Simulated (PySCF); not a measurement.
Species: C2H6B3NO4.
SMILES with atom numbers: `[CH3:1][C:2](=[O:3])[NH:4][B:5]1[O:6][BH:7][O:8][BH:9][O:10]1` (hydrogens: H11, H12, H13 on C1; H14 on N4; H15 on B7; H16 on B9)

All values: PBE0/pcSseg-1 and B3LYP/def2-SVPD (PySCF, non-relativistic), on one gas-phase PBE0-D3(BJ)/def2-SVP geometry that isn't relaxed in the solvent. The solvent is an IEF-PCM continuum (cavity from Bondi-type radii × 1.2). Only the electrostatic response of the medium enters.

Gas phase at PBE0/pcSseg-1: HOMO -7.67 eV, LUMO -0.51 eV, dipole 3.69 D.

Q: What does the continuum do to the energy, the frontier levels and the dipole at PBE0/pcSseg-1 in chloroform and acetone?

A: 
| solvent | ε | E(solvent) − E(gas) (kcal/mol) | polarisation term (kcal/mol) | distortion of the solute (kcal/mol) | HOMO (eV) | LUMO (eV) | dipole (D) |
| --- | --- | --- | --- | --- | --- | --- | --- |
| chloroform | 4.711 | -6.87 | -7.77 | 0.90 | -7.77 | -0.47 | 4.54 |
| acetone | 20.49 | -9.39 | -11.11 | 1.72 | -7.83 | -0.46 | 4.87 |

The polarisation term is half the interaction of the solute with the surface charges that it induces; the rest is the cost of distorting the solute's density. The sum is the electrostatic part of solvation alone. From chloroform to acetone the lowering changes by a factor 1.37, Onsager's factor (ε − 1)/(2ε + 1) by 1.30 and ε itself by 4.3.

Q: Which radius a makes the point-dipole formula ΔE = −[(ε − 1)/(2ε + 1)]·μ²/a³ give the value in acetone, with the gas-phase dipole?

A: μ = 1.450 au and |ΔE| = 0.01496 Eh give a = 2.13 Å; the farthest nucleus lies 4.12 Å from the centroid of the nuclei, so such a sphere wouldn't even hold the nuclei. The formula assumes a rigid point dipole at the centre of a sphere.

Q: Which IAO charges (PBE0/pcSseg-1) respond most in acetone (means over atoms taken as equivalent)?

A: 
| atoms | environment | gas (e) | solvent (e) | change |
| --- | --- | --- | --- | --- |
| O3 | amide oxygen | -0.436 | -0.495 | -0.059 |
| H14 | amide N–H hydrogen | +0.283 | +0.307 | +0.024 |
| C2 | amide carbonyl carbon | +0.459 | +0.472 | +0.013 |
| H11/H12/H13 | methyl hydrogen | +0.163 | +0.172 | +0.009 |
| O8 | boron-bound oxygen | -0.433 | -0.441 | -0.008 |
| O6/O10 | boron-bound oxygen | -0.432 | -0.440 | -0.008 |
| B5 | three-coordinate boron | +0.561 | +0.566 | +0.005 |
| B7/B9 | three-coordinate boron | +0.416 | +0.422 | +0.006 |
| N4 | amide nitrogen | -0.433 | -0.429 | +0.004 |
| C1 | methyl carbon next to a carbonyl | -0.474 | -0.477 | -0.003 |
| H15/H16 | B–H hydrogen | +0.008 | +0.008 | 0.000 |

Q: How do the nuclear quadrupole coupling constants eQVzz/h respond in acetone?

A: 
| nucleus | Q (barn) | gas (MHz) | solvent (MHz) | η gas | η solvent |
| --- | --- | --- | --- | --- | --- |
| 17O at O3 | -0.0256 | 10.93 | 10.45 | 0.26 | 0.15 |
| 14N at N4 | 0.02044 | -3.06 | -2.83 | 0.55 | 0.55 |
| 11B at B5 | 0.04059 | 2.86 | 2.88 | 0.34 | 0.35 |
| 17O at O6 | -0.0256 | -4.87 | -4.87 | 0.86 | 0.82 |
| 11B at B7 | 0.04059 | 3.76 | 3.78 | 0.45 | 0.45 |
| 17O at O8 | -0.0256 | 4.97 | 4.81 | 0.84 | 0.91 |
| 11B at B9 | 0.04059 | 3.79 | 3.80 | 0.47 | 0.45 |
| 17O at O10 | -0.0256 | -5.07 | -5.03 | 1.00 | 0.92 |

Gas phase at B3LYP/def2-SVPD: HOMO -7.48 eV, LUMO -0.87 eV, dipole 3.67 D.

Q: What does the continuum do to the energy, the frontier levels and the dipole at B3LYP/def2-SVPD in acetone?

A: 
| solvent | ε | E(solvent) − E(gas) (kcal/mol) | polarisation term (kcal/mol) | distortion of the solute (kcal/mol) | HOMO (eV) | LUMO (eV) | dipole (D) |
| --- | --- | --- | --- | --- | --- | --- | --- |
| acetone | 20.49 | -9.13 | -11.15 | 2.02 | -7.63 | -0.81 | 5.03 |

Q: How does the static polarisability (B3LYP/def2-SVPD, frozen core, with the continuum's full static response) change?

A: 
```json
{"medium": "gas", "isotropic (au)": "81.2", "principal values (au)": "55.8, 84.5, 103.3", "⟨r²⟩ of the electrons (bohr²)": "1657.4"}
{"medium": "acetone", "isotropic (au)": "101.6", "principal values (au)": "71.5, 109.9, 123.4", "⟨r²⟩ of the electrons (bohr²)": "1657.4"}
```

The isotropic value in acetone is 1.25 times the gas-phase one; no cavity-field correction is applied. ⟨r²⟩ is taken about the centre of nuclear charge.

Shape of the structure used: `[CH3:1][C:2](=[O:3])[NH:4][B:5]1[O:6][BH:7][O:8][BH:9][O:10]1`: C1–C2–N4–B5 -178°, C2–N4–B5–O6 179°.
